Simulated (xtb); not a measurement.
xtb input (GFN2-xTB):

```bash
xtb mol.xyz --gfn 2 --sp --chrg 0 --uhf 0
```
mol.xyz:
```
14

Ge    -2.07857526     1.33344413     0.27027474
Ge    -0.84141448    -0.51021083     1.27777831
Ge     0.80136135    -1.36409547    -0.31316826
Ge     2.11741681     0.48416546    -1.20570588
H     -3.17762669     1.85792012     1.21172420
H     -1.11286937     2.48804688    -0.05140771
H     -2.73453619     0.87125949    -1.04344594
H     -1.81203186    -1.62681778     1.71295936
H     -0.11046594    -0.00357572     2.53779856
H      1.72599717    -2.39921897     0.35903683
H      0.06614967    -2.07022649    -1.47051812
H      1.19699933     1.44885693    -1.97471630
H      3.21702467    -0.01427188    -2.16055611
H      2.78012992     1.26232214    -0.05459992
```

Output:

```
           -------------------------------------------------
          |                Calculation Setup                |
           -------------------------------------------------

           -------------------------------------------------
          |                 G F N 2 - x T B                 |
           -------------------------------------------------

        Reference                      10.1021/acs.jctc.8b01176
      * Hamiltonian:
        H0-scaling (s, p, d)           1.850000    2.230000    2.230000
        zeta-weighting                 0.500000
      * Dispersion:
        s8                             2.700000
        a1                             0.520000
        a2                             5.000000
        s9                             5.000000
      * Repulsion:
        kExp                           1.500000    1.000000
        rExp                           1.000000
      * Coulomb:
        alpha                          2.000000
        third order                    shell-resolved
        anisotropic                    true
        a3                             3.000000
        a5                             4.000000
        cn-shift                       1.200000
        cn-exp                         4.000000
        max-rad                        5.000000

          ...................................................
          :                      SETUP                      :
          :.................................................:
          :  # basis functions                  50          :
          :  # atomic orbitals                  46          :
          :  # shells                           22          :
          :  # electrons                        26          :
          :  max. iterations                   250          :
          :  Hamiltonian                  GFN2-xTB          :
          :  restarted?                      false          :
          :  GBSA solvation                  false          :
          :  PC potential                    false          :
          :  electronic temp.          300.0000000     K    :
          :  accuracy                    1.0000000          :
          :  -> integral cutoff          0.2500000E+02      :
          :  -> integral neglect         0.1000000E-07      :
          :  -> SCF convergence          0.1000000E-05 Eh   :
          :  -> wf. convergence          0.1000000E-03 e    :
          :  Broyden damping             0.4000000          :
          :  net charge                          0          :
          :  unpaired electrons                  0          :
          ...................................................

 iter      E             dE          RMSdq      gap      omega  full diag
   1    -12.8426180 -0.128426E+02  0.572E+00    5.52       0.0  T
   2    -12.8476277 -0.500970E-02  0.350E+00    5.40       1.0  T
   3    -12.8014789  0.461488E-01  0.365E+00    5.42       1.0  T
   4    -12.8501717 -0.486928E-01  0.570E-01    5.38       1.0  T
   5    -12.8518296 -0.165790E-02  0.379E-01    5.37       1.0  T
   6    -12.8521104 -0.280797E-03  0.556E-02    5.35       1.0  T
   7    -12.8521079  0.246670E-05  0.485E-02    5.35       1.0  T
   8    -12.8521134 -0.547153E-05  0.593E-03    5.35       4.5  T
   9    -12.8521135 -0.571626E-07  0.189E-03    5.35      14.2  T
  10    -12.8521135 -0.201161E-08  0.977E-04    5.35      27.4  T
  11    -12.8521135 -0.252594E-08  0.204E-04    5.35     130.8  T

   *** convergence criteria satisfied after 11 iterations ***

         #    Occupation            Energy/Eh            Energy/eV
      -------------------------------------------------------------
         1        2.0000           -0.6310250             -17.1711
       ...           ...                  ...                  ...
         7        2.0000           -0.4441192             -12.0851
         8        2.0000           -0.4421576             -12.0317
         9        2.0000           -0.4383873             -11.9291
        10        2.0000           -0.4383110             -11.9270
        11        2.0000           -0.4169079             -11.3446
        12        2.0000           -0.3988134             -10.8523
        13        2.0000           -0.3809205             -10.3654 (HOMO)
        14                         -0.1841639              -5.0114 (LUMO)
        15                         -0.1735518              -4.7226
        16                         -0.1701534              -4.6301
        17                         -0.1572922              -4.2801
        18                         -0.1461116              -3.9759
       ...                                ...                  ...
        46                          1.7836917              48.5367
      -------------------------------------------------------------
                  HL-Gap            0.1967567 Eh            5.3540 eV
             Fermi-level           -0.2825422 Eh           -7.6884 eV

 SCC (total)                   0 d,  0 h,  0 min,  0.013 sec
 SCC setup                      ...        0 min,  0.000 sec (  0.793%)
 Dispersion                     ...        0 min,  0.000 sec (  0.547%)
 classical contributions        ...        0 min,  0.000 sec (  0.184%)
 integral evaluation            ...        0 min,  0.003 sec ( 20.239%)
 iterations                     ...        0 min,  0.006 sec ( 50.125%)
 molecular gradient             ...        0 min,  0.003 sec ( 27.395%)
 printout                       ...        0 min,  0.000 sec (  0.625%)

         :::::::::::::::::::::::::::::::::::::::::::::::::::::
         ::                     SUMMARY                     ::
         :::::::::::::::::::::::::::::::::::::::::::::::::::::
         :: total energy             -12.800338765402 Eh    ::
         :: gradient norm              0.033338289867 Eh/a0 ::
         :: HOMO-LUMO gap              5.354021546704 eV    ::
         ::.................................................::
         :: SCC energy               -12.852074335115 Eh    ::
         :: -> isotropic ES           -0.008995418345 Eh    ::
         :: -> anisotropic ES          0.002386671927 Eh    ::
         :: -> anisotropic XC          0.004786977408 Eh    ::
         :: -> dispersion             -0.010527759201 Eh    ::
         :: repulsion energy           0.051735569713 Eh    ::
         :: add. restraining           0.000000000000 Eh    ::
         :: total charge               0.000000000000 e     ::
         :::::::::::::::::::::::::::::::::::::::::::::::::::::

           -------------------------------------------------
          |                Property Printout                |
           -------------------------------------------------

    * Orbital Energies and Occupations

         #    Occupation            Energy/Eh            Energy/eV
      -------------------------------------------------------------
         1        2.0000           -0.6310250             -17.1711
         2        2.0000           -0.6241454             -16.9839
         3        2.0000           -0.6088984             -16.5690
         4        2.0000           -0.5899618             -16.0537
         5        2.0000           -0.4497579             -12.2385
         6        2.0000           -0.4475526             -12.1785
         7        2.0000           -0.4441192             -12.0851
         8        2.0000           -0.4421576             -12.0317
         9        2.0000           -0.4383873             -11.9291
        10        2.0000           -0.4383110             -11.9270
        11        2.0000           -0.4169079             -11.3446
        12        2.0000           -0.3988134             -10.8523
        13        2.0000           -0.3809205             -10.3654 (HOMO)
        14                         -0.1841639              -5.0114 (LUMO)
        15                         -0.1735518              -4.7226
        16                         -0.1701534              -4.6301
        17                         -0.1572922              -4.2801
        18                         -0.1461116              -3.9759
        19                         -0.1366120              -3.7174
        20                         -0.1240847              -3.3765
        21                         -0.1006631              -2.7392
        22                         -0.0998264              -2.7164
        23                         -0.0906654              -2.4671
        24                         -0.0493756              -1.3436
       ...                                ...                  ...
        46                          1.7836917              48.5367
      -------------------------------------------------------------
                  HL-Gap            0.1967567 Eh            5.3540 eV
             Fermi-level           -0.2825422 Eh           -7.6884 eV

     #   Z          covCN         q      C6AA      α(0)
     1  32 Ge       3.720     0.092   170.003    23.408
     2  32 Ge       3.727     0.086   170.109    23.415
     3  32 Ge       3.727     0.086   170.109    23.415
     4  32 Ge       3.720     0.092   170.003    23.408
     5   1 H        0.927    -0.031     3.663     2.993
     6   1 H        0.927    -0.030     3.644     2.985
     7   1 H        0.927    -0.030     3.642     2.984
     8   1 H        0.926    -0.043     3.913     3.093
     9   1 H        0.926    -0.043     3.914     3.094
    10   1 H        0.926    -0.043     3.913     3.093
    11   1 H        0.926    -0.043     3.914     3.094
    12   1 H        0.927    -0.030     3.644     2.985
    13   1 H        0.927    -0.031     3.663     2.993
    14   1 H        0.927    -0.030     3.642     2.984

 Mol. C6AA /au·bohr⁶  :       5100.932604
 Mol. C8AA /au·bohr⁸  :     322028.216070
 Mol. α(0) /au        :        123.944204

Wiberg/Mayer (AO) data.
largest (>0.10) Wiberg bond orders for each atom

 ---------------------------------------------------------------------------
     #   Z sym  total        # sym  WBO       # sym  WBO       # sym  WBO
 ---------------------------------------------------------------------------
     1  32 Ge   3.376 --     5 H    0.840     7 H    0.839     6 H    0.838
                             2 Ge   0.692
     2  32 Ge   3.338 --     9 H    0.825     8 H    0.824     1 Ge   0.692
                             3 Ge   0.659
     3  32 Ge   3.338 --    11 H    0.825    10 H    0.824     4 Ge   0.692
                             2 Ge   0.659
     4  32 Ge   3.376 --    13 H    0.840    14 H    0.839    12 H    0.838
                             3 Ge   0.692
     5   1 H    0.981 --     1 Ge   0.840
     6   1 H    0.998 --     1 Ge   0.838
     7   1 H    0.999 --     1 Ge   0.839
     8   1 H    0.984 --     2 Ge   0.824
     9   1 H    0.998 --     2 Ge   0.825
    10   1 H    0.984 --     3 Ge   0.824
    11   1 H    0.998 --     3 Ge   0.825
    12   1 H    0.998 --     4 Ge   0.838
    13   1 H    0.981 --     4 Ge   0.840
    14   1 H    0.999 --     4 Ge   0.839
 ---------------------------------------------------------------------------

Topologies differ in total number of bonds
Writing topology from bond orders to xtbtopo.mol

molecular dipole:
                 x           y           z       tot (Debye)
 q only:        0.001       0.043      -0.022
   full:       -0.000      -0.004       0.002       0.013
molecular quadrupole (traceless):
                xx          xy          yy          xz          yz          zz
 q only:        0.179       0.126      -0.232       0.265       0.189       0.053
  q+dip:       -0.292       1.130      -1.039       2.259       1.576       1.331
   full:        0.364       0.345      -0.896       0.743       0.973       0.532

           -------------------------------------------------
          | TOTAL ENERGY              -12.800338765402 Eh   |
Note: The following floating-point exceptions are signalling: IEEE_UNDERFLOW_FLAG IEEE_DENORMAL
normal termination of xtb
          | GRADIENT NORM               0.033338289867 Eh/α |
          | HOMO-LUMO GAP               5.354021546704 eV   |
           -------------------------------------------------

------------------------------------------------------------------------
------------------------------------------------------------------------
 total:
 SCF:
```
